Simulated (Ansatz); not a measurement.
A run for Ansatz (a quantum-chemistry and plane-wave program): U-B97M-V/def2-TZVPP on F3Ta (SMILES [F][Ta]([F])[F]), 2S+1 = 3, a spin state set in the input, which need not be the lowest. Elements past Kr take the def2 small-core potentials; no spin–orbit coupling.

Ansatz 0.2 input:
```yaml
crystal:
  periodic: [false, false, false]
  atoms:
    - {symbol: Ta, position_ang: [0.07019511, -0.05410518, 0.09276002]}
    - {symbol: F, position_ang: [1.82314025, -0.30537394, -0.53449278]}
    - {symbol: F, position_ang: [-0.96858706, -0.39976025, 1.61945301]}
    - {symbol: F, position_ang: [-0.98273602, 0.82620466, -1.23376441]}
basis:
  gaussian:
    orbitals: def2-TZVPP
hamiltonian:
  xc: {name: B97M-V}
magnetization: {spin_polarized: true, initial_magnetization: 2}
```

The log:

```
WARN ansatz: RAYON_NUM_THREADS=4 ignored (pool sized by the plan → 4); use --threads N
Functional definition: B97M-V
integrals: 0.07 GiB planned
805 factors; their error is unknown
mean field: 0.80 GiB planned
mean field evaluation 1: about -9700.9337 eV, gradient 4.6e1 eV
mean field evaluation 2: about -9646.7661 eV, gradient 1.4e2 eV
mean field evaluation 4: about -9706.9921 eV, gradient 7.3e0 eV
mean field evaluation 8: about -9707.1794 eV, gradient 1.5e-1 eV
mean field evaluation 16: about -9707.1692 eV, gradient 3.8e-4 eV
mean field evaluation 32: about -9707.1565 eV, gradient 1.6e0 eV
mean field -9707.16916002 eV, -356.7318868753 hartree, gradient 1.5e-5 eV, S^2 2.005218; 3 other end points of the search recorded, 0 dependent functions left out
reference -9707.16924369 eV, -356.7318899500 hartree; 21, 19 occupied and 128, 130 virtual orbitals, 805 factors
Total energy: -9707.16924369 eV, -356.7318899500 hartree
```

The calculation finished and met its thresholds.

Cost: roughly 26 core-seconds.
